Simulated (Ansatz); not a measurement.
```yaml
crystal:
  periodic: [false, false, false]
  atoms:
    - {symbol: C, position_ang: [0.626297, -1.191242, 1.011830]}
    - {symbol: C, position_ang: [0.091589, -0.170651, 0.143256]}
    - {symbol: N, position_ang: [-0.334018, 0.640454, -0.546441]}
    - {symbol: Cu, position_ang: [-1.007835, 1.917912, -1.629525]}
    - {symbol: F, position_ang: [-1.666480, 3.163490, -2.684094]}
    - {symbol: H, position_ang: [0.225926, -1.066842, 2.019483]}
    - {symbol: H, position_ang: [0.350168, -2.178490, 0.637422]}
    - {symbol: H, position_ang: [1.714353, -1.114631, 1.048068]}
basis:
  gaussian: {orbitals: aug-pcseg-2}
hamiltonian: {xc: {name: revPBE}}
accuracy: high
```

```sh
$ ansatz run in.yaml --threads 2 --pin off --events-out ev --progress --plain --max-ram 32768MiB --backend cuda --devices 0, --max-vram 18GiB
```

Shortened log:

```
Functional definition: revPBE
5001 factors; integrals over basis functions are off by at most 1.5e-8 eV
mean field evaluation 1: about -50959.2447 eV, gradient 7.9e1 eV
mean field evaluation 2: about -50824.3560 eV, gradient 2.5e2 eV
mean field evaluation 4: about -50969.5854 eV, gradient 4.1e1 eV
mean field evaluation 8: about -50971.3811 eV, gradient 2.6e0 eV
mean field evaluation 16: about -50971.3883 eV, gradient 2.4e-4 eV
mean field -50971.38834371 eV, -1873.1639719835 hartree, gradient 5.9e-8 eV, S^2 0.000000; 0 other end points of the search recorded, 0 dependent functions left out
reference -50971.38835287 eV, -1873.1639723199 hartree; 30, 30 occupied and 304, 304 virtual orbitals, 5001 factors
Total energy: -50971.38835287 eV, -1873.1639723199 hartree
```

It took 23 s on 2 threads of an AMD EPYC 7R13 on a shared host and a share of an NVIDIA H100 80 GB, with 1.4 GiB of host memory at the peak.
